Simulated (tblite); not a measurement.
Species: C₄H₁₄P₂Si₂.
Numbering: `[SiH3:1][CH2:2][C@H:3]1[CH2:4][CH2:5][Si:6]1([PH2:7])[PH2:8]` (hydrogens: H9, H10, H11 on Si1; H12, H13 on C2; H14 on C3; H15, H16 on C4; H17, H18 on C5; H19, H20 on P7; H21, H22 on P8)

Computed with GFN2-xTB (tblite), gas phase: L-BFGS steps from a force-field or distance-geometry start until the largest atomic force falls under 0.01 eV/Å.

Step 37: E = -657.3972 eV
```
atom  x, y, z in Å  |  force x, y, z in eV/Å
Si1     2.6888   -0.6610    0.9706   -0.001  -0.016   0.025
C2      1.6599   -0.2223   -0.5701   -0.002  -0.014   0.051
C3      0.4682    0.6930   -0.3279   -0.012  -0.031  -0.009
C4     -0.3239    0.9654   -1.6208    0.009   0.047  -0.042
C5     -1.4753   -0.0380   -1.4801    0.005   0.069  -0.073
Si6    -1.1242   -0.1442    0.4122    0.093   0.012  -0.068
P7     -0.9324   -2.1965    1.3502    0.058   0.029  -0.027
P8     -2.4408    1.3035    1.5808   -0.031  -0.037   0.042
H9      1.8200   -0.9215    2.1235   -0.012  -0.009  -0.037
H10     3.5829    0.4561    1.3060   -0.036  -0.023  -0.030
H11     3.4819   -1.8460    0.6265    0.009   0.058   0.064
H12     1.3033   -1.1452   -1.0357    0.001   0.029   0.009
H13     2.3237    0.2573   -1.2987   -0.060  -0.032   0.000
H14     0.8037    1.6145    0.1597   -0.010  -0.083  -0.056
H15    -0.7053    1.9864   -1.6204   -0.045   0.011  -0.001
H16     0.2624    0.8319   -2.5300    0.040  -0.029   0.016
H17    -1.2737   -0.9634   -2.0201   -0.012   0.061   0.079
H18    -2.4318    0.3489   -1.8259   -0.006  -0.056   0.047
H19    -1.6269   -1.8193    2.4858    0.005  -0.010   0.017
H20    -2.0806   -2.6832    0.7533   -0.027   0.031  -0.012
H21    -2.6239    2.1629    0.5121    0.023   0.000  -0.025
H22    -1.3663    2.0402    2.0479    0.011  -0.005   0.031
```

Step 38: E = -657.3996 eV
```
atom  x, y, z in Å  |  force x, y, z in eV/Å
Si1     2.6917   -0.6585    0.9736   -0.008   0.002   0.000
C2      1.6604   -0.2248   -0.5674   -0.001  -0.017   0.032
C3      0.4663    0.6901   -0.3312    0.001  -0.045   0.002
C4     -0.3205    0.9616   -1.6288    0.040   0.050   0.000
C5     -1.4827   -0.0292   -1.4830    0.031   0.085  -0.094
Si6    -1.1308   -0.1405    0.4064    0.124  -0.021  -0.024
P7     -0.9318   -2.1940    1.3422    0.021   0.023  -0.006
P8     -2.4465    1.2963    1.5844   -0.035  -0.006   0.033
H9      1.8276   -0.9203    2.1273   -0.035  -0.014  -0.015
H10     3.5811    0.4619    1.3042   -0.021  -0.001  -0.022
H11     3.4925   -1.8387    0.6354    0.012   0.039   0.050
H12     1.3102   -1.1504   -1.0323   -0.029   0.025   0.020
H13     2.3216    0.2533   -1.2995   -0.044  -0.021   0.015
H14     0.8007    1.6115    0.1583   -0.013  -0.088  -0.074
H15    -0.6891    1.9874   -1.6332   -0.052   0.000  -0.023
H16     0.2711    0.8159   -2.5334    0.003  -0.026   0.024
H17    -1.2952   -0.9569   -2.0220    0.006   0.033   0.054
H18    -2.4349    0.3676   -1.8260   -0.040  -0.037   0.037
H19    -1.6166   -1.8228    2.4882    0.028  -0.007  -0.018
H20    -2.0869   -2.6822    0.7579   -0.011   0.037  -0.012
H21    -2.6255    2.1618    0.5189    0.018  -0.001  -0.008
H22    -1.3730    2.0302    2.0591    0.006  -0.010   0.029
```

Step 39: E = -657.4016 eV
```
atom  x, y, z in Å  |  force x, y, z in eV/Å
Si1     2.6943   -0.6561    0.9764   -0.018   0.018  -0.015
C2      1.6607   -0.2273   -0.5643   -0.003  -0.019   0.003
C3      0.4645    0.6867   -0.3344    0.014  -0.042  -0.001
C4     -0.3168    0.9594   -1.6360    0.051   0.034   0.028
C5     -1.4885   -0.0198   -1.4871    0.041   0.072  -0.065
Si6    -1.1343   -0.1378    0.4007    0.101  -0.038   0.019
P7     -0.9311   -2.1914    1.3351   -0.013   0.003   0.009
P8     -2.4517    1.2896    1.5879   -0.018   0.017   0.010
H9      1.8339   -0.9197    2.1305   -0.055  -0.018   0.006
H10     3.5798    0.4668    1.3025   -0.008   0.023  -0.013
H11     3.5020   -1.8315    0.6440    0.020   0.016   0.035
H12     1.3152   -1.1544   -1.0285   -0.052   0.004   0.025
H13     2.3187    0.2495   -1.2996   -0.019  -0.009   0.022
H14     0.7973    1.6074    0.1556   -0.003  -0.061  -0.065
H15    -0.6761    1.9886   -1.6451   -0.042  -0.009  -0.040
H16     0.2788    0.8012   -2.5361   -0.021  -0.012   0.022
H17    -1.3142   -0.9505   -2.0229    0.024   0.008   0.018
H18    -2.4382    0.3838   -1.8252   -0.065  -0.012   0.021
H19    -1.6070   -1.8255    2.4900    0.046  -0.002  -0.047
H20    -2.0925   -2.6804    0.7616    0.011   0.046  -0.009
H21    -2.6266    2.1600    0.5244    0.015  -0.005   0.014
H22    -1.3785    2.0208    2.0695   -0.006  -0.016   0.023
```

Step 40: E = -657.4032 eV
```
atom  x, y, z in Å  |  force x, y, z in eV/Å
Si1     2.6958   -0.6543    0.9781   -0.022   0.023  -0.011
C2      1.6609   -0.2295   -0.5621   -0.005  -0.023  -0.020
C3      0.4636    0.6833   -0.3368    0.022  -0.026  -0.011
C4     -0.3134    0.9585   -1.6407    0.034   0.012   0.033
C5     -1.4918   -0.0118   -1.4911    0.027   0.036  -0.008
Si6    -1.1349   -0.1362    0.3969    0.045  -0.034   0.040
P7     -0.9305   -2.1895    1.3301   -0.022  -0.022   0.009
P8     -2.4558    1.2852    1.5907    0.007   0.019  -0.014
H9      1.8371   -0.9197    2.1324   -0.063  -0.017   0.013
H10     3.5782    0.4709    1.3009   -0.001   0.038  -0.007
H11     3.5091   -1.8262    0.6513    0.023   0.002   0.024
H12     1.3177   -1.1571   -1.0257   -0.062  -0.022   0.023
H13     2.3162    0.2467   -1.2994    0.005   0.000   0.019
H14     0.7951    1.6031    0.1523    0.015  -0.017  -0.037
H15    -0.6679    1.9893   -1.6539   -0.023  -0.007  -0.045
H16     0.2838    0.7905   -2.5376   -0.024   0.003   0.009
H17    -1.3268   -0.9457   -2.0226    0.038  -0.004  -0.014
H18    -2.4414    0.3950   -1.8246   -0.063   0.007   0.010
H19    -1.5993   -1.8277    2.4907    0.049   0.008  -0.054
H20    -2.0963   -2.6782    0.7639    0.022   0.051  -0.009
H21    -2.6271    2.1589    0.5286    0.013  -0.007   0.028
H22    -1.3826    2.0140    2.0776   -0.015  -0.019   0.020
```

**Question.** Estimate the geometry and energy of step 41. (The exact step hangs on the optimiser's Hessian estimate; all steps are aligned on step 40, rigid shifts and turns removed.)

**Answer.** E = -657.4043 eV, largest force 0.076 eV/Å
```
atom  x, y, z in Å  |  force x, y, z in eV/Å
Si1     2.6960   -0.6529    0.9787   -0.018   0.017   0.006
C2      1.6609   -0.2318   -0.5616   -0.005  -0.027  -0.029
C3      0.4637    0.6803   -0.3384    0.019  -0.006  -0.016
C4     -0.3105    0.9583   -1.6428    0.000  -0.005   0.018
C5     -1.4934   -0.0059   -1.4937    0.000  -0.006   0.042
Si6    -1.1343   -0.1357    0.3953   -0.006  -0.019   0.038
P7     -0.9300   -2.1888    1.3269   -0.007  -0.039  -0.002
P8     -2.4586    1.2831    1.5926    0.026   0.005  -0.026
H9      1.8371   -0.9198    2.1331   -0.059  -0.013   0.008
H10     3.5760    0.4747    1.2993   -0.002   0.041  -0.004
H11     3.5143   -1.8229    0.6574    0.020   0.001   0.018
H12     1.3182   -1.1593   -1.0244   -0.063  -0.039   0.018
H13     2.3148    0.2448   -1.2993    0.022   0.001   0.009
H14     0.7948    1.5994    0.1493    0.029   0.018  -0.011
H15    -0.6632    1.9895   -1.6596   -0.004   0.001  -0.039
H16     0.2862    0.7842   -2.5382   -0.015   0.011  -0.006
H17    -1.3333   -0.9426   -2.0218    0.043   0.000  -0.031
H18    -2.4442    0.4015   -1.8247   -0.036   0.014   0.010
H19    -1.5934   -1.8298    2.4902    0.041   0.019  -0.039
H20    -2.0982   -2.6760    0.7654    0.018   0.049  -0.014
H21    -2.6271    2.1592    0.5321    0.012  -0.003   0.028
H22    -1.3860    2.0101    2.0833   -0.015  -0.018   0.020
```

The energy changes by -0.0011 eV. The first-order estimate −F·Δx gives -0.0015 eV and the mean of the old and new forces, exact on a quadratic surface, -0.0011 eV. The step makes an angle of 73° with the force vector and moves no atom by more than 0.009 Å.

The cost below is that of the whole relaxation. Time: 5.0 s of wall time. Hardware: one thread of an Arm Neoverse N1, shared host with 64 logical CPUs at a one-minute load of 62.
